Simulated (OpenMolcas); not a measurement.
**Co II: effect of the IPEA shift**

| Property | Result |
| --- | --- |
| Program | OpenMolcas |
| Basis | ANO-L-VTZP [6s5p3d2f1g] |
| Scalar Hamiltonian | non-relativistic, point nucleus |
| Active space | 8 electrons in 5 orbitals (3d) |
| State averaging | 2S+1 = 3 even, 10 roots; 2S+1 = 1 even, 15 roots |
| Spin-orbit coupling | state interaction with AMFI integrals over the reference wave functions, term energies averaged over their components |

Methods on the same reference wave functions:
A. CASSCF
B. SS-CASPT2, IPEA 0.25 Eh, imaginary shift 0.1 Eh (closed shells correlated: 3s 3p)
C. SS-CASPT2, IPEA 0.5 Eh, imaginary shift 0.1 Eh (closed shells correlated: 3s 3p)

Energies in cm-1 above 3d8 3F4, the measured ground level; measured values from NIST Handbook of Basic Atomic Spectroscopic Data.

```
  Level      A      B      C  Measured
3d8 3F4    0.0    0.0    0.0       0.0
3d8 3F3    972    974    974       950
3d8 3F2   1651   1634   1636      1597
3d8 1D2  14619  10630  10920          
3d8 3P2  17737  13860  14280          
3d8 3P1  18054  14180  14610          
3d8 3P0  18257  14370  14800          
3d8 1G4  22689  19040  19080          
3d8 1S0  54760  43590  44030
```

Deviations, from unrounded energies. A percentage is the sum of absolute deviations over the sum of measured energies, with the sign that they share, or ± where signs differ.

```csv
Against measurement,Levels,A,B,C
mean absolute deviation (cm-1),2,38,30,31
fine structure of the ground term (%),2,+3.0,+2.4,+2.4
```

B, C lie about equally close to measurement and A furthest from it. The largest miss of B in the table is 3d8 3F2, by +37 cm-1. The ranking rests on the paired levels alone, and a cruder setting can come out closer through cancelling errors.

Between B and C the level of the table that moves most is 3d8 1S0, by 440 cm-1 (lowest in B, highest in C). Moves below CASPT2's spread within the term are not significant.

The two smallest mean deviations differ by little beside CASPT2's spread within terms, so their order carries little weight.

From A to B the spin-free energies of the other terms of 3d8 shown, above 3F, scale by factors of 0.71 to 0.83, as is usual when dynamic correlation screens the repulsion within a d or f shell.

The lowest spin-free term lies below A's lowest term by 0.619 hartree in B, 0.612 hartree in C.

Term energies are means over components that CASPT2 splits; among the terms shown or strongly mixed into the levels shown the widest spread is 1000 cm-1 (3d8 1G, B). Without dynamic correlation excited terms often stand tens of per cent too high (terms of higher spin than the ground term too low), and those without a measured partner can miss by more than the paired ones (holds for A). Measured partners are found by configuration, term and J. A level has none where our copy of the source lacks it or the pairing is in doubt (some pairs that miss far off the trend of their configuration count as doubtful), and it then counts in no deviation. Levels of configurations outside the active space are missing.
